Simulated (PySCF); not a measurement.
Gas-phase reaction: 3 B + 3 NH₂ → borazine

Computed with PySCF (xtb for GFN2) and rigid-rotor harmonic-oscillator thermochemistry at 1 bar. † marks an energy on the PBE0/def2-TZVP geometry and frequencies; other levels use their own. CCSD(T) freezes the core. 6-31G* has spherical d functions here. Open shells (unrestricted): B (multiplicity 2, electronic degeneracy 6), NH₂ (multiplicity 2); the rest are closed-shell singlets. GFN2 has no spin-polarisation term. Spin-orbit splitting is ignored; it lowers the true energy and changes the entropy of B. CCSD(T) isn't extrapolated to the basis-set limit. The harmonic model lacks anharmonicity and excited electronic states, which grow with temperature; levels with a mode under 35 cm⁻¹ are left out.

```csv
level,"ΔE electronic, kJ","ΔH°(298 K), kJ","ΔS°(298 K), J/K","ΔG°(600 K), kJ"
CCSD(T)/def2-SVP†,-2805,-2742,-757,-2282
GFN2-xTB,-3777,-3719,-753,-3262
HF/6-31G*,-2394,-2329,-759,-1868
HF/def2-TZVP†,-2338,-2275,-757,-1815
PBE/def2-SVP,-3007,-2945,-758,-2485
PBE0/def2-SVP†,-2980,-2917,-757,-2457
PBE0/def2-TZVP,-2879,-2816,-757,-2356
r2SCAN/def2-TZVP†,-2862,-2799,-757,-2339
ωB97M-V/def2-TZVP†,-2882,-2819,-757,-2359
ωB97X-V/def2-TZVP†,-2859,-2796,-757,-2337
```
ΔH° is lowest at GFN2-xTB and highest at HF/def2-TZVP†. No reference value is set beside these.
